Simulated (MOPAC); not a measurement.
MOPAC input (PM6):

```
PM6 FORCE THERMO(298,298) PRECISE LET GEO-OK AUX(PRECISION=9) THREADS=1
CdF2

Cd    0.00000000 1    0.00000000 1    0.00000000 1
F    -0.00000000 1   -0.00000000 1   -1.98099915 1
F     0.00000000 1    0.00000000 1    1.98099915 1
```

Output:

```
 *******************************************************************************
 **                                                                           **
 **                              MOPAC v23.2.5                                **
 **                                                                           **
 *******************************************************************************
 ** MOPAC's Digital Object Identifier: https://doi.org/10.5281/zenodo.6511958 **
 **                                                                           **
 ** Please cite the open-source release paper for use of this MOPAC version:  **
 ** J. E. Moussa and J. J. P. Stewart (2026)                                  **
 ** MOPAC: An open-source semiempirical molecular orbital program             **
 ** J. Open Source Softw., 11(119), 8025, https://doi.org/10.21105/joss.08025 **
 *******************************************************************************

                              PM6 CALCULATION RESULTS

 *******************************************************************************
 *  PM6        - The PM6 Hamiltonian to be used
 *  GEO-OK     - OVERRIDE INTERATOMIC DISTANCE AND OTHER SAFETY CHECKS
 *  LET        - OVERRIDE SOME SAFETY CHECKS
 *  PRECISE    - TIGHTER CRITERIA TO BE USED
 *  FORCE      - FORCE CALCULATION SPECIFIED
 *  AUX        - OUTPUT AUXILIARY INFORMATION
 *  THERMO     - THERMODYNAMIC QUANTITIES TO BE CALCULATED
 *******************************************************************************
PM6 FORCE THERMO(298,298) PRECISE LET GEO-OK AUX(PRECISION=9) THREADS=1
 CdF2

   ATOM   CHEMICAL          X               Y               Z
  NUMBER   SYMBOL      (ANGSTROMS)     (ANGSTROMS)     (ANGSTROMS)

     1      Cd          0.00000000  *   0.00000000  *   0.00000000  *
     2       F         -0.00000000  *  -0.00000000  *  -1.98099915  *
     3       F          0.00000000  *   0.00000000  *   1.98099915  *

          CARTESIAN COORDINATES

    NO.       ATOM           X           Y           Z

     1        Cd          0.0000      0.0000      0.0000
     2         F         -0.0000     -0.0000     -1.9810
     3         F          0.0000      0.0000      1.9810

 General Reference for PM6:
 "Optimization of Parameters for Semiempirical Methods V: Modification of NDDO Approximations
 and Application to 70 Elements", J. J. P. Stewart, J. Mol. Mod., 13, 1173-1213 (2007)
 URL: https://link.springer.com/article/10.1007/s00894-007-0233-4

           Empirical Formula: Cd F2  =     3 atoms

      MOLECULAR POINT GROUP   :   D*h

      RHF CALCULATION, NO. OF DOUBLY OCCUPIED LEVELS = 8

          HEAT OF FORMATION =     -73.738667 KCALS/MOLE

          CARTESIAN COORDINATE DERIVATIVES

   NUMBER  ATOM         X            Y            Z

     1      Cd     -0.000000     0.000000     0.000000
     2       F     -0.012704     0.000000     0.000000
     3       F      0.012704     0.000000     0.000000

 DIPOLE           X         Y         Z       TOTAL
 POINT-CHG.    -0.000    -0.000     0.000     0.000
 HYBRID         0.000     0.000     0.000     0.000
 SUM           -0.000     0.000     0.000     0.000

          GRADIENT NORM =   0.01797

          MOLECULAR WEIGHT =  150.41

          ROTATIONAL CONSTANTS IN CM(-1)

          A =    0.00000000   B =    0.11305269   C =    0.11305269

           PRINCIPAL MOMENTS OF INERTIA IN UNITS OF 10**(-40)*GRAM-CM**2

          A =        0.0000   B =      247.6080   C =      247.6080

          ORIENTATION OF MOLECULE IN FORCE CALCULATION

    NO.       ATOM         X         Y         Z

     1         Cd       0.0000   -0.0000    0.0000
     2          F       1.9810   -0.0000    0.0000
     3          F      -1.9810    0.0000   -0.0000

    FIRST DERIVATIVES WILL BE USED IN THE CALCULATION OF SECOND DERIVATIVES

    FOR POINT-GROUP D*h  THERE ARE 120 UNIQUE SYMMETRY FUNCTIONS.


(To convert to Hartree/Bohr^2, multiply by (10^(-21) x N x a0^2)/(4.184 x 627.51) =  0.0642)

           FORCE MATRIX IN MILLIDYNES/ANGSTROM

                 Cd  1       F  2       F  3
 ------------------------------------------
    Cd    1   3.279632
     F    2   1.639780   1.753131
     F    3   1.639818   0.121256   1.753131

          HEAT OF FORMATION =     -73.738667 KCALS/MOLE

          ZERO POINT ENERGY       1.449 KCAL/MOL

           NORMAL COORDINATE ANALYSIS (Total motion = 1 Angstrom)

   Root No.       1         2         3         4

                 1 Piu     1 Piu     1 Sig     1 Siu

                  81.5      81.5     408.5     442.5

           1   -0.0000    0.0000   -0.0000   -0.1446
           2   -0.1446   -0.0018    0.0000   -0.0000
           3    0.0018   -0.1446    0.0000   -0.0000
           4    0.0000   -0.0000    0.5000    0.4277
           5    0.4277    0.0053   -0.0000    0.0000
           6   -0.0053    0.4277    0.0000    0.0000
           7    0.0000   -0.0000   -0.5000    0.4277
           8    0.4277    0.0053   -0.0000    0.0000
           9   -0.0053    0.4277   -0.0000    0.0000

           MASS-WEIGHTED COORDINATE ANALYSIS (NORMAL COORDINATES)

   Root No.       1         2         3         4

                 1 Piu     1 Piu     1 Sig     1 Siu

                  81.5      81.5     408.5     442.5

           1   -0.0000    0.0000   -0.0000   -0.5026
           2   -0.5026   -0.0062    0.0000   -0.0000
           3    0.0062   -0.5026    0.0000   -0.0000
           4    0.0000   -0.0000    0.7071    0.6113
           5    0.6113    0.0076   -0.0000    0.0000
           6   -0.0076    0.6113    0.0000    0.0000
           7    0.0000   -0.0000   -0.7071    0.6113
           8    0.6113    0.0076   -0.0000    0.0000
           9   -0.0076    0.6113   -0.0000    0.0000

          DESCRIPTION OF VIBRATIONS

 VIBRATION          2    1Piu        ATOM PAIR     ENERGY CONTRIBUTION    RADIAL
 FREQUENCY            81.46         Cd1 -- F 2         +50.0% ( 62.7%)      0.0%
 TRANSITION DIPOLE   3.3836         Cd1 -- F 3         +50.0% ( 62.7%)      0.0%
 TRAVEL (Ang.)       0.2575
 REDUCED MASS       12.4800
 EFFECTIVE MASS     35.2364
 FORCE CONSTANT      0.0488

 VIBRATION          3    1Sig        ATOM PAIR     ENERGY CONTRIBUTION    RADIAL
 FREQUENCY           408.46         Cd1 -- F 2         +50.0% ( 68.5%)    100.0%
 TRANSITION DIPOLE   0.0000         Cd1 -- F 3         +50.0% ( 68.5%)    100.0%
 TRAVEL (Ang.)       0.1318
 REDUCED MASS        9.4992
 EFFECTIVE MASS     18.9984
 FORCE CONSTANT      0.9338

 VIBRATION          4    1Siu        ATOM PAIR     ENERGY CONTRIBUTION    RADIAL
 FREQUENCY           442.48         Cd1 -- F 3         +50.0% ( 74.3%)    100.0%
 TRANSITION DIPOLE   1.4514         Cd1 -- F 2         +50.0% ( 74.3%)    100.0%
 TRAVEL (Ang.)       0.1105
 REDUCED MASS       12.4800
 EFFECTIVE MASS     35.2364
 FORCE CONSTANT      1.4396

      SYMMETRY NUMBER FOR POINT-GROUP D*h =  2

          SYSTEM IS A GROUND STATE

 CdF2

          MOLECULE IS LINEAR

          THERE ARE  4 GENUINE VIBRATIONS IN THIS SYSTEM
          THIS THERMODYNAMICS CALCULATION IS LIMITED TO
          MOLECULES WHICH HAVE NO INTERNAL ROTATIONS

                    CALCULATED THERMODYNAMIC PROPERTIES
                                          *
   TEMP. (K)   PARTITION FUNCTION   H.O.F.    ENTHALPY  HEAT CAPACITY ENTROPY
                                   KCAL/MOL   CAL/MOLE    CAL/K/MOL  CAL/K/MOL

 298.00  VIB.     0.1246D+02                  1324.8985     6.7520     9.4585
         ROT.     0.9160D+03                   592.1869     1.9872    15.5400
         INT.     0.1141D+05                  1917.0853     8.7392    24.9985
         TRA.     0.1783D+28                  1480.4672     4.9680    40.9325
         TOT.                      -73.739    3397.5525    13.7072    65.9310

   *: NOTE: HEATS OF FORMATION ARE RELATIVE TO THE
            ELEMENTS IN THEIR STANDARD STATE AT 298K
              (=  Standard Enthalpy of Formation).

            Hvib:  Zero-point energy is not included.
                   frequencies of less than zero cm-1 are not included.
            Hrot = (3/2)RT
            Htra = (3/2)RT + pV = (5/2)RT

            Heat capacity is Cp, not Cv

          For more information, see: HTTP://OpenMOPAC.net/Manual/thermochemistry.html

           FORCE CONSTANT IN CARTESIAN COORDINATES (Millidynes/A)

    ATOM   CHEMICAL       X               Y               Z
   NUMBER   SYMBOL  FORCE CONSTANT  FORCE CONSTANT  FORCE CONSTANT

      1      Cd        3.275838        0.111013        0.111013
      2       F        1.752740        0.027946        0.027946
      3       F        1.752740        0.027946        0.027946

 **********************
 *                    *
 * JOB ENDED NORMALLY *
 *                    *
 **********************

 == MOPAC DONE ==
```
